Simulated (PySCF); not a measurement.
Compound: C5H7F3O.
Atom-mapped SMILES: `[CH3:1][C@@H:2]1[C@@H:3]([F:4])[C@@H:5]1[O:6][CH:7]([F:8])[F:9]`

Geometry (GFN2-xTB, Å), atoms numbered from 1 in this order:
```xyz
16
C5H7F3O angstrom
C     -1.8195   -0.0964    1.0034
C     -1.2795    0.3243   -0.3383
C     -0.3898   -0.6039   -1.1044
F     -0.5005   -0.6489   -2.4614
C      0.1827    0.6517   -0.5063
O      1.0156    0.5627    0.6229
C      2.2506    0.0702    0.3855
F      2.2513   -1.2921    0.3866
F      3.0567    0.4374    1.3875
H     -2.0746    0.7806    1.5929
H     -1.0766   -0.6717    1.5477
H     -2.7133   -0.7023    0.8737
H     -1.9518    0.9311   -0.9325
H     -0.1222   -1.5740   -0.7062
H      0.4634    1.4498   -1.1882
H      2.7001    0.3905   -0.5743
```

NICS = −σ at a ghost point: NICS(0) at the centroid of the ring atoms, NICS(1) 1 Å to either side along the normal of their mean plane, zz for the tensor component along that normal. Level: GIAO PBE0/pcSseg-1 (PySCF, non-relativistic, gas phase) on the GFN2-xTB geometry, one conformer.

Ring bond lengths (Å), with Mayer bond orders in brackets: C2–C3 1.497 (0.92), C3–C5 1.504 (0.93), C5–C2 1.508 (0.92).

Problem. Give the NICS values of each ring in ppm.

Solution. 
| ring | type | NICS(0) | NICS(1), two faces | NICS(1)zz, two faces | rms pucker (Å) | centre to ring atoms, mean (Å) |
| --- | --- | --- | --- | --- | --- | --- |
| C2–C3–C5 | 3-membered carbocycle; formal bonds all single | -36.0 | -7.5 / -8.3 | -17.4 / -17.2 | 0.00 | 0.87 |

Problem. What do they say, and how far can they be read as aromaticity?

Solution. 
- C2–C3–C5: mean NICS(1)zz -17.3 ppm, shielded. C2, C3, C5 have four or more neighbours; no verdict on aromaticity is drawn. NICS(0) lies 28 ppm below the mean NICS(1).

Problem. At the second NICS(1) probe listed for ring C2–C3–C5, 1 Å off the ring, what do the in-plane components average?

Solution. The isotropic value is a third of the trace: (3 × -8.3 − (-17.2))/2 = -3.9 ppm.

Problem. How shielded are the nuclei of the rings and their hydrogens (means over atoms taken as equivalent)?

Solution. 
| atoms | environment | σ isotropic (ppm) |
| --- | --- | --- |
| C2 | three-membered-ring carbon | 163.3 |
| C3 | sp3 C–F carbon | 107.7 |
| C5 | sp3 carbon bound to oxygen | 125.4 |
| H13 | methine hydrogen | 30.17 |
| H14 | methine hydrogen | 27.13 |
| H15 | methine hydrogen | 27.90 |
